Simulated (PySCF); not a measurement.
B2H6O4Si, SMILES OB([SiH2]B(O)O)O.

Geometry: B3LYP-D3(BJ)/def2-SVP. The structure was generated by enumeration, and PubChem lists no compound with its InChIKey, so it may never have been made. One conformer was computed; it need not be the lowest.

Two levels are set side by side: PBE/def2-TZVP (PySCF) and r2SCAN/def2-TZVP (PySCF). Same geometry, gas phase. Differences are taken from unrounded values.

```
quantity                     r2SCAN    PBE  PBE minus r2SCAN
---------------------------  ------  -----  ----------------
orbital gap (eV)               5.54   5.08             -0.47
highest occupied level (eV)   -6.73  -6.47              0.26
lowest empty level (eV)       -1.18  -1.39             -0.21
dipole moment (D)              2.35   2.34             -0.01
mean polarisability (bohr³)    73.0   76.0               3.0
```

Rough cost on one machine, each run with all the roots and properties that it gave: r2SCAN against PBE about 3 times.
